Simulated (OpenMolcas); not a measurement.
A run on neutral scandium.

| Quantity | Value |
| --- | --- |
| Program | OpenMolcas 26.06 |
| Method | XMS-CASPT2, IPEA 0.35 Eh, imaginary shift 0.05 Eh (closed shells correlated: none) |
| Basis | ANO-L-VQZP [7s6p4d3f2g] |
| Scalar Hamiltonian | non-relativistic, point nucleus |
| Active space | 3 electrons in 6 orbitals (3d 4s) |
| State averaging | 2S+1 = 4 even, 20 roots; 2S+1 = 2 even, 55 roots (39 in the spin-orbit step) |
| Spin-orbit coupling | state interaction with AMFI integrals over the reference wave functions, term energies averaged over their components |

First CASPT2 step and the start of its output:

```
&CASPT2
XMultistate=20 1 2 3 4 5 6 7 8 9 10 11 12 13 14 15 16 17 18 19 20
Frozen=3 6
IPEA=0.35
Imaginary=0.05
MaxIter=60
WThr=0.0 0.3 0.05
PrWF=0.5
NoMix
```

```
--- CASPT2 ---
Orbital specifications:
      -----------------------

      Symmetry species                           1   2
                                                ag  au
      Frozen orbitals                            3   6
      Inactive orbitals                          0   0
      Active orbitals                            6   0
      Secondary orbitals                        36  33
      Deleted orbitals                           0   0
      Number of basis functions                 45  39
Type of calculation                        XMS-CASPT2
      Fock operator                              state-average
      IPEA shift                                 0.35
      Real shift                                 0.00
      Imaginary shift                            0.05
      The input orbitals will be transformed to quasi-canonical
      The input states will be rotated to diagonalize the Fock operator
Reference energy:        -759.6863061179
      E2 (Non-variational):      -0.0379801523
      Shift correction:           0.0043614515
      E2 (Variational):          -0.0336187007
      Total energy:            -759.7199248186
      Residual norm:              0.0000000979
      Reference weight:           0.85897
      Contributions to the CASPT2 correlation energy
      Active & Virtual Only:         -0.0379801523
      One Inactive Excited:           0.0000000000
      Two Inactive Excited:           0.0000000000
Reference energy:        -759.6863061179
      E2 (Non-variational):      -0.0372505992
      Shift correction:           0.0043611829
      E2 (Variational):          -0.0328894163
      Total energy:            -759.7191955342
      Residual norm:              0.0000008089
      Reference weight:           0.85972
...
```

Over all roots the printed reference weights run from 0.58 to 0.92, and roots that are degenerate in the reference spread by up to 1900 cm-1.

Q: Did the run give usable levels, and if not, why?

A: No. The equations converged, but the reference weight falls to 0.58 for at least one root against 0.92 for the best. A drop of that size marks an intruder state, so the energies of such roots and the levels built on them can't be trusted.
